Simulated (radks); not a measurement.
Results of a calculation; reference values are marked as such.
Excited configurations of Gd I: one electron is placed in a higher orbital outside [Xe] 4f7 5d1 6s1. The ground configuration is [Xe] 4f7 5d1 6s2. Level of theory: scalar-relativistic Kohn-Sham, PBE, spin-unpolarised, spherical densities, point nucleus (a radial shooting solver on a logarithmic mesh with Libxc functionals). Excitation = E - E(ground); binding = E(ion) - E, where the ion is the core of charge +1; n* = 1/sqrt(2 binding) in atomic units, and the quantum defect is n - n*.

6p: excitation (eV) 2.869; binding (eV) 3.776; n* 1.898; quantum defect 4.102; eigenvalue (eV) -1.915
6d: excitation (eV) 5.121; binding (eV) 1.525; n* 2.987; quantum defect 3.013; eigenvalue (eV) -0.723
6f: excitation (eV) 5.992; binding (eV) 0.653; n* 4.565; quantum defect 1.435; eigenvalue (eV) -0.367
7s: excitation (eV) 4.430; binding (eV) 2.215; n* 2.478; quantum defect 4.522; eigenvalue (eV) -1.314
7d: excitation (eV) 5.690; binding (eV) 0.955; n* 3.774; quantum defect 3.226; eigenvalue (eV) -0.544
7f: excitation (eV) 6.167; binding (eV) 0.478; n* 5.336; quantum defect 1.664; eigenvalue (eV) -0.291

The Delta-SCF ionisation energy is 6.645 eV (NIST Atomic Spectra Database: 6.150 eV, measured). Self-interaction in the functional shifts the binding energies and quantum defects, so they are the method's values and not measured ones. Spin polarisation and multiplet splitting are left out, so open shells lie too high by an amount that depends on their filling. Spin-orbit splitting is averaged out at the scalar-relativistic level.

Beside tabulated values, note that spin-unpolarised runs miss the spin-polarisation part of the exchange energy of open shells.
